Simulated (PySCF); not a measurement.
Molecule: C2H8BO2, net charge 1, singlet state. It need not be the lowest isomer of its formula. 
Geometry from a B3LYP-D3(BJ)/def2-TZVP (Ansatz) optimisation:
SMILES: COB[OH+]C
```xyz
13

B      0.0386     0.3316     0.8018
O      0.8381    -0.1477    -0.3436
C      2.3318    -0.1877    -0.4165
O     -1.2615     0.3086     0.7256
C     -2.1242    -0.1293    -0.3462
H      0.6943     0.7020     1.7071
H      2.6273     0.4466    -1.2457
H      2.6163    -1.2257    -0.5535
H      2.6761     0.2033     0.5336
H     -1.9625    -1.1891    -0.5467
H     -3.1438     0.0183    -0.0057
H     -1.9516     0.4768    -1.2362
H      0.3925    -0.4753    -1.1421
```
Charge +1, spin multiplicity 1.

Dispersion corrections to the total energy (kcal/mol) from the dftd3 and dftd4 libraries through PySCF: D3(BJ) without and D4 with the three-body term, each with the damping fitted for the functional named.

```csv
functional,D3(BJ),D4
CAM-B3LYP,-3.44,-3.19
HF,-37.41,-14.82
HSE06,…,-2.96
TPSS,-5.85,-5.20
BLYP,-9.71,…
r2SCAN,-1.35,…
BP86,-6.97,-4.97
```

Task: What belongs in the gaps?

Result: 
- HSE06, D3(BJ): -2.89
- BLYP, D4: -8.63
- r2SCAN, D4: -1.01
